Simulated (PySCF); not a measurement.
C₂H₅O₂, charge +1. Atoms are numbered in the order given.

```xyz
9

C     -1.4090     0.1513     0.0891
C      0.0545    -0.0211    -0.0105
O      0.5501    -0.4054    -1.1211
O      0.8815     0.2196     0.9425
H     -1.6428     1.2005    -0.1755
H     -1.9150    -0.4996    -0.6364
H     -1.7697    -0.0399     1.1099
H      1.5304    -0.4657    -1.1210
H      0.4718     0.5098     1.7807
```
Charge +1, spin multiplicity 1.

Geometry: B3LYP-D3(BJ)/def2-SVP. The isomer is the one that the SMILES or the coordinates give; other isomers of the formula were not compared. The values are those of a single conformer.

Level of theory: PBE0/pcSseg-1 in PySCF.

GIAO shieldings, no solvent; atoms listed in one row are averaged. δ = σ(ref) − σ: ¹³C against TMS (σ = 186.3 ppm); ¹⁷O against H2O (σ = 334.2 ppm); ¹H against TMS (σ = 31.56 ppm), references at their B3LYP-D3(BJ)/def2-TZVP geometries, non-relativistic.

Computed chemical shifts:
```csv
nucleus,atoms,count,δ (ppm)
¹³C,C2,1,204.4
¹³C,C1,1,24.7
¹⁷O,O4,1,258.6
¹⁷O,O3,1,245.7
¹H,H9,1,9.66
¹H,H8,1,9.51
¹H,"H5, H6, H7",3,3.64
```
